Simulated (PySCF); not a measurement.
Numbering as in the mapped SMILES `[BH3-:1][PH2+:2][c:3]1[cH:4][cH:5][cH:6][cH:7][cH:8]1` (H(Xn): hydrogen on atom n).

Geometry: PBE0-D3(BJ)/def2-SVP; GIAO absolute shieldings from PySCF 2.14.0 with density-fitted response routines, gas phase, non-relativistic, averaged over equivalent atoms.

At KT3/pcSseg-1 (193 basis functions, 40 s wall time on 1 thread of an Arm Neoverse V1, shared host):
| atoms | σ (ppm) |
| --- | --- |
| B1 | 144.7 |
| P2 | 382.1 |
| C4/C8 | 57.2 |
| C6 | 58.6 |
| C5/C7 | 59.6 |
| C3 | 61.8 |
| H(C4)/H(C8) | 24.07 |
| H(C6) | 24.09 |
| H(C5)/H(C7) | 24.10 |
| H(P2) | 25.88 |
| H(B1) | 30.12 |

Question: Estimate the result of repeating the calculation with BLYP/pcSseg-1.

Answer: 
| atoms | σ at BLYP/pcSseg-1 | change |
| --- | --- | --- |
| B1 | 138.2 | -6.5 |
| P2 | 330.3 | -51.8 |
| C4/C8 | 40.2 | -17.0 |
| C6 | 41.3 | -17.3 |
| C5/C7 | 42.3 | -17.3 |
| C3 | 42.8 | -19.0 |
| H(C4)/H(C8) | 24.04 | -0.03 |
| H(C6) | 24.05 | -0.04 |
| H(C5)/H(C7) | 24.06 | -0.04 |
| H(P2) | 25.89 | +0.01 |
| H(B1) | 30.12 | +0.00 |

The largest change is at P2 (phosphorus bonded to C, B, 2 H). Cost: 193 basis functions, 39 s wall time on 1 thread of an Arm Neoverse V1, shared host. The order of the carbon signals is the same at both levels.
